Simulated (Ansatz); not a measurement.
Total energies of Si(vinyl)2(NHMe)2 (C₆H₁₄N₂Si) from Ansatz at PBE0-D4/def2-TZVP, gas phase (1 Eh = 27.2114 eV = 2625.5 kJ/mol). The reference geometry is relaxed at PBE-D4/def2-SVP.

```csv
atom,x (Å),y (Å),z (Å)
Si1,0.3580,-0.0053,0.0071
C2,1.1035,-0.1744,1.7310
C3,0.6118,0.5082,2.7853
H4,1.9542,-0.8618,1.9088
H5,-0.2404,1.2015,2.6627
H6,1.0249,0.4152,3.8056
C7,-0.3692,-1.6683,-0.5066
C8,-0.5311,-2.7169,0.3266
H9,-0.6578,-1.8048,-1.5677
H10,-0.2696,-2.6482,1.3979
H11,-0.9323,-3.6899,-0.0103
N12,1.6439,0.5798,-1.0158
C13,1.5161,0.8421,-2.4371
H14,2.6033,0.4255,-0.6989
H15,1.7979,-0.0177,-3.0928
H16,0.4600,1.0964,-2.6644
H17,2.1313,1.7137,-2.7550
N18,-0.9309,1.1605,-0.1239
C19,-2.3516,0.9355,0.0610
H20,-0.6538,2.1453,-0.1357
H21,-2.9624,1.4176,-0.7364
H22,-2.5630,-0.1523,0.0172
H23,-2.7429,1.2982,1.0417
```

```csv
state,geometry,energy (Eh)
charge 0 singlet,reference,-635.68149
charge 1 doublet,reference,-635.38391
charge -1 doublet,reference,-635.63864
free Si atom (triplet),–,-289.24943
free C atom (triplet),–,-37.80537
free H atom (doublet),–,-0.50104
free N atom (quartet),–,-54.54382
```

**Question.** Work out the vertical ionisation energy to the doublet.

**Answer.** E(charge 1 doublet) − E(charge 0 singlet) = -635.38391 − (-635.68149) = 0.29758 Eh = 8.10 eV. For comparison, −ε of the highest occupied level is 6.44 eV at this level, 1.66 eV less.

**Question.** Work out the vertical electron affinity, to the doublet.

**Answer.** E(charge 0 singlet) − E(charge -1 doublet) = -635.68149 − (-635.63864) = -0.04285 Eh = -1.17 eV; negative, so the extra electron isn't bound. The basis lacks diffuse functions, which makes affinities too small.

**Question.** Give the fundamental gap IE − EA, the Mulliken electronegativity (IE + EA)/2 and the hardness (IE − EA)/2.

**Answer.** From the values in Eh: IE − EA = 0.29758 − (-0.04285) = 0.34043 Eh = 9.26 eV; (IE + EA)/2 = 3.47 eV; (IE − EA)/2 = 4.63 eV. The HOMO–LUMO gap of the same run is 6.11 eV, 3.15 eV smaller than the fundamental gap.

**Question.** What is the binding energy per atom against free atoms?

**Answer.** Atoms: 1 × (-289.24943) + 6 × (-37.80537) + 14 × (-0.50104) + 2 × (-54.54382) = -632.18385 Eh. Binding: -632.18385 − (-635.68149) = 3.49764 Eh = 95.18 eV, or 4.14 eV for each of 23 atoms (no zero-point energy, no counterpoise term).

At PBE0-D4/def2-TZVP the highest occupied level of the charge -1 doublet lies above zero (up to 2.73 eV). By energy differences it is unbound by 1.17 eV (vertical, to the charge 0 singlet, at PBE0-D4/def2-TZVP) and held by the finite basis.
